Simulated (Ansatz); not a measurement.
`F[C@@H]1[AlH][Si@@H]1F` + H₂ → `F[SiH]1[CH2][AlH]1` + H–F at 700 K and 1 bar (hydrogenolysis of a C–F bond).

Calculated with Ansatz (gas phase, PBE0-D4/def2-TZVP geometries, no zero-point term in ΔE). CBS: MP2 limit from def2 TZ/QZ plus the TZ coupled-cluster correction, frozen cores. This one scheme is used for every species.

```json
{"species": "`F[C@@H]1[AlH][Si@@H]1F`", "CCSD(T)/CBS energy (Eh)": "-770.51071", "H − E (kJ/mol)": "165.5", "S (J/(mol·K))": "444.4"}
{"species": "H₂", "CCSD(T)/CBS energy (Eh)": "-1.17544", "H − E (kJ/mol)": "46.8", "S (J/(mol·K))": "155.3"}
{"species": "`F[SiH]1[CH2][AlH]1`", "CCSD(T)/CBS energy (Eh)": "-671.34781", "H − E (kJ/mol)": "179.7", "S (J/(mol·K))": "417.9"}
{"species": "H–F", "CCSD(T)/CBS energy (Eh)": "-100.39570", "H − E (kJ/mol)": "45.2", "S (J/(mol·K))": "198.5"}
```

H − E and S are ideal-gas, rigid-rotor, harmonic terms from PBE0-D4/def2-TZVP, for one conformer and one mirror image of each species. The MP2-based limit puts H₂ 0.8 mEh under its directly extrapolated value; such offsets cancel only in part. 1 Eh = 2625.50 kJ/mol, R = 8.31446 J/(mol·K).

**Question.** By hand: ΔE, ΔH, ΔS and ΔG.

**Answer.** ΔE = (-671.34781) + (-100.39570) − (-770.51071) − (-1.17544) = -0.05736 Eh = -150.6 kJ/mol. Δ(H − E) = 179.7 + 45.2 − 165.5 − 46.8 = 12.6, so ΔH = -138.0 kJ/mol. ΔS = 417.9 + 198.5 − 444.4 − 155.3 = 16.7 J/(mol·K). ΔG = -138.0 − 700 × (16.7)/1000 = -149.7 kJ/mol.

**Question.** By hand: the equilibrium constant, and the temperature at which ΔG would vanish if ΔH and ΔS stayed fixed.

**Answer.** log₁₀ K = −ΔG/(RT ln 10) = 11.2. ΔH and −TΔS have one sign here, so there is no such temperature.

ΔH outweighs TΔS. A doubt of 5 kJ/mol in ΔE shifts log₁₀ K by 0.4 here. Other conformers and mirror images would add mixing entropy, several J/(mol·K) or more a flexible species. These are equilibria of isolated gas molecules and say nothing of rates. Largest T1 diagnostic: 0.014 (customary marks: 0.02 for closed shells, 0.045 for open ones).
